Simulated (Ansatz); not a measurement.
Gas-phase electronic energies from Ansatz, PBE0-D4/def2-TZVP geometries. CCSD(T)/CBS is the MP2 limit (def2-TZVPP, def2-QZVPP) plus CCSD(T) − MP2 in def2-TZVPP, frozen cores. This one scheme is used for every species. DFT in def2-TZVPP. def2 core potentials past Kr. For In outer-core shells are correlated without core-valence functions, which leaves a few kJ/mol of doubt a bond. Each species was taken in one conformer, which may not be the lowest.

Consider the ligand exchange at the In–O bond: `C[O][In]([CH3])[OH]` + CH₃OH → `C[O][In]([CH3])[O]C` + H₂O.

**Question.** Is it downhill or uphill in electronic energy at CCSD(T)/CBS, and by how much? (Estimate.)

**Answer.** Computed: Uphill: ΔE = +0.9 kcal/mol.

**Question.** What do these levels give: B97M-V, PBE0-D4, r2SCAN0-D4, CAM-B3LYP-D4, ωB97X-V, ωB97M-V, B2PLYP, PBE0, r2SCAN0, BHLYP, RPA@PBE/def2-TZVPP, MP2/def2-QZVPP? (An estimate is asked.)

**Answer.** Ansatz gave: B97M-V 1.7, PBE0-D4 1.7, r2SCAN0-D4 1.9, CAM-B3LYP-D4 1.7, ωB97X-V 1.9, ωB97M-V 1.9, B2PLYP 2.1, PBE0 2.6, r2SCAN0 2.2, BHLYP 2.6, RPA@PBE/def2-TZVPP 1.3, MP2/def2-QZVPP 1.0 kcal/mol.

Largest T1 diagnostic among the species: 0.015.

The D4 term adds −1.6 kcal/mol with B3LYP and −0.9 kcal/mol with PBE0; it sums over pairs of atoms, weighted by their polarisabilities, and B3LYP, whose exchange is more repulsive, gets the larger term. In def2-TZVPP, CCSD(T) changes the Hartree–Fock value by −1.6 kcal/mol (the triples alone add −0.3 kcal/mol) and MP2 by −1.6 kcal/mol. Leaving LDA and LC-ωPBE aside and taking each functional with its dispersion term where it has one, the values, not all of them listed here, spread over 1.1 kcal/mol, from BLYP-D4 to B2PLYP. LDA lies −0.9 kcal/mol from PBE without D4.

B3LYP here is the variant with VWN-RPA as its local correlation; programs differ in this.
